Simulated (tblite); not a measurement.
Compound: C6H9FN (doublet state).
Numbering: `[CH2:1]=[C:2]1[CH2:3][C@@H:4]([NH:5])[C@@:6]1([CH3:7])[F:8]` (hydrogens: H9, H10 on C1; H11, H12 on C3; H13 on C4; H14 on N5; H15, H16, H17 on C7)
Bond orders are those of one Lewis drawing.

Computed with GFN2-xTB (tblite), gas phase: L-BFGS steps from a force-field or distance-geometry start until the largest atomic force falls under 0.01 eV/Å.

At the end of the run (lengths in Å): C4–C6 1.628, C4–N5 1.360, N5–H14 1.018, C3–C4 1.561, C7–H17 1.088, C4–H13 1.095, C1–H9 1.076, C3–C4–N5 122.9°, C2–C6–C7 119.7°, C7–C6–F8 109.2°, C3–C2–C6 93.5°, C1–C2–C3–C4 -171°, C2–C3–C4–N5 -127°, C3–C4–C6–C7 129°, H11–C3–C2–C1 75°, H11–C3–C4–N5 -11°.

**Question.** These geometries were met on the way; a selection of coordinates is given. Order them by energy above the end point, lowest first.
A. C4–C6 1.575, C4–N5 1.380, N5–H14 1.043, C3–C4 1.568, C7–H17 1.085, C4–H13 1.127, C1–H9 1.087, C3–C4–N5 116.2°, C2–C6–C7 115.0°, C7–C6–F8 116.7°, C3–C2–C6 88.9°, C1–C2–C3–C4 -150°, C2–C3–C4–N5 -140°, C3–C4–C6–C7 140°, H11–C3–C2–C1 102°, H11–C3–C4–N5 -29°
B. C4–C6 1.524, C4–N5 1.457, N5–H14 1.057, C3–C4 1.522, C7–H17 1.125, C4–H13 1.125, C1–H9 1.106, C3–C4–N5 114.0°, C2–C6–C7 111.8°, C7–C6–F8 116.6°, C3–C2–C6 87.2°, C1–C2–C3–C4 -151°, C2–C3–C4–N5 -141°, C3–C4–C6–C7 140°, H11–C3–C2–C1 98°, H11–C3–C4–N5 -29°
C. C4–C6 1.618, C4–N5 1.343, N5–H14 1.015, C3–C4 1.586, C7–H17 1.075, C4–H13 1.100, C1–H9 1.076, C3–C4–N5 119.3°, C2–C6–C7 118.8°, C7–C6–F8 115.4°, C3–C2–C6 90.4°, C1–C2–C3–C4 -147°, C2–C3–C4–N5 -139°, C3–C4–C6–C7 142°, H11–C3–C2–C1 106°, H11–C3–C4–N5 -28°
D. C4–C6 1.599, C4–N5 1.364, N5–H14 1.020, C3–C4 1.562, C7–H17 1.093, C4–H13 1.088, C1–H9 1.076, C3–C4–N5 121.6°, C2–C6–C7 119.5°, C7–C6–F8 112.5°, C3–C2–C6 91.0°, C1–C2–C3–C4 -146°, C2–C3–C4–N5 -139°, C3–C4–C6–C7 141°, H11–C3–C2–C1 106°, H11–C3–C4–N5 -29°
E. C4–C6 1.612, C4–N5 1.355, N5–H14 1.016, C3–C4 1.577, C7–H17 1.086, C4–H13 1.096, C1–H9 1.080, C3–C4–N5 122.0°, C2–C6–C7 119.7°, C7–C6–F8 110.5°, C3–C2–C6 91.6°, C1–C2–C3–C4 -148°, C2–C3–C4–N5 -139°, C3–C4–C6–C7 141°, H11–C3–C2–C1 103°, H11–C3–C4–N5 -26°

**Answer.** E (0.063 eV), D (0.104 eV), C (0.201 eV), A (0.384 eV), B (0.780 eV).

```tsv
step	E above end (eV)	rms distance from the end, all atoms (Å)	largest force (eV/Å)	rms shift of all bonds from the end (Å)
9	0.063	0.311	0.226	0.006
6	0.104	0.318	0.403	0.008
3	0.201	0.325	0.951	0.011
1	0.384	0.331	1.226	0.020
0	0.780	0.335	3.812	0.041
```

Rows stand in the order of the answer.
